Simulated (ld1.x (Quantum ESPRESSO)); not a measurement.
**An all-electron radial function and its pseudo partner (Cu)**

Columns: radius, all-electron u(r) and pseudo u(r) of the 4s shell (level -4.61 eV) of copper in the configuration [Ar] 3d10 4s1 4p0; PBE, scalar-relativistic, RRKJ scheme, ld1.x (Quantum ESPRESSO) 7.5.

| r (bohr) | all-electron | pseudo |
| --- | --- | --- |
| 0.185 | -0.1419 | -0.0350 |
| 0.370 | 0.1464 | -0.0724 |
| 0.555 | 0.2506 | -0.1148 |
| 0.740 | 0.1419 | -0.1649 |
| 0.925 | -0.0370 | -0.2246 |
| 1.110 | -0.2106 | -0.2946 |
| 1.295 | -0.3531 | -0.3722 |
| 1.480 | -0.4600 | -0.4512 |
| 1.665 | -0.5349 | -0.5220 |
| 1.850 | -0.5830 | -0.5757 |
| 2.035 | -0.6099 | -0.6077 |
| 2.220 | -0.6202 | -0.6200 |
| 2.405 | -0.6178 | -0.6178 |
| 2.590 | -0.6059 | -0.6059 |
| 2.775 | -0.5871 | -0.5871 |
| 2.960 | -0.5633 | -0.5633 |
| 3.145 | -0.5362 | -0.5362 |
| 3.330 | -0.5071 | -0.5071 |
| 3.515 | -0.4770 | -0.4770 |
| 3.700 | -0.4466 | -0.4466 |
| 3.885 | -0.4166 | -0.4166 |
| 4.070 | -0.3872 | -0.3872 |
| 4.255 | -0.3590 | -0.3590 |
| 4.440 | -0.3319 | -0.3319 |
| 4.625 | -0.3063 | -0.3063 |
| 4.810 | -0.2820 | -0.2820 |

How many radial nodes do the two functions have?

The all-electron 4s function has n − l − 1 = 3 (the table is too coarse to show those close to the nucleus); the pseudo-wave has 0, since the states of the same l below it are removed with the core.

At about which radius was the pseudo-wave matched?

2.45 bohr. The columns agree to 0.0005 from 2.22 bohr on; several derivatives are matched, so the curves merge somewhat inside the radius.

Where does each function peak?

Outermost all-electron maximum near 2.22 bohr, pseudo maximum near 2.22 bohr (to the table’s step).

Is the pseudo-wave norm-conserving?

Yes: the RRKJ scheme keeps the norm inside the radius equal to the all-electron one, which fixes the energy derivative of the logarithmic derivative at the level.
